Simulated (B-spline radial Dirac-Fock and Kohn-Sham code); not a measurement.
Si²⁺: input and output of one calculation

ΔSCF core binding energies without Breit or QED terms, calculated with a B-spline atomic structure program. Keys: rel is the Hamiltonian (dirac, or spin-free x2c and nr, where L3 and M5 stand for the whole 2p and 3d shells), method is hf or an exchange,correlation pair (spin-unpolarised, also for the hole states), nuc the nuclear model, radius_factor scales its radius, rmax is the box in bohr, h the logarithmic mesh step, order the B-spline order, points the quadrature points per cell, c_factor scales the speed of light, and damp, ndamp, maxit and tol steer the iteration. The run stops when the commutator error falls below 10·tol·max(1, Z/10), or the numerical noise floor, and the energy has settled to about 1e-8 Ha; the virial ratio is −V/T.

Input (task.json):

```json
{"items": [{"Z": 14, "q": 2, "cfg": [[1, 0, 2], [2, 0, 2], [2, 1, 6], [3, 0, 2]], "A": 28, "rrms": 3.1224, "do": "settings", "holes": ["K", "L3", "M5"],
  "settings": [{"rel": "dirac", "method": "hf", "nuc": "fermi", "radius_factor": 1.0, "rmax": 45.0, "h": 0.3, "order": 4, "points": 10, "c_factor": 1.0, "maxit": 66, "damp": 0.5, "ndamp": 3, "tol": 1e-08}]}]}
```

Command: `python xray2_run.py task.json out`

Ground-state iterations:

```
iter   energy (Ha)        error
   1     -287.69730766  5.46e-01
   2     -288.57035504  1.04e-01
   3     -288.61515716  4.05e-02
   4     -288.62176867  1.59e-02
   5     -288.62287940  3.17e-03
   6     -288.62294518  1.39e-04
   7     -288.62294543  2.05e-05
   8     -288.62294544  1.44e-06
   9     -288.62294544  8.37e-08
```

The ground state converged in 9 iterations, with total energy -288.62295 Ha, virial ratio 1.99565 and highest orbital energy -32.23 eV. ΔSCF binding energies: K (1s) 1875.5 eV, L3 (2p3/2) 132.0 eV. Holes are computed only in closed shells, and unreliable hole states are left out.

One setting is outside the advised range (spline order too low), but here it does no visible harm: the result matches the run with default settings.
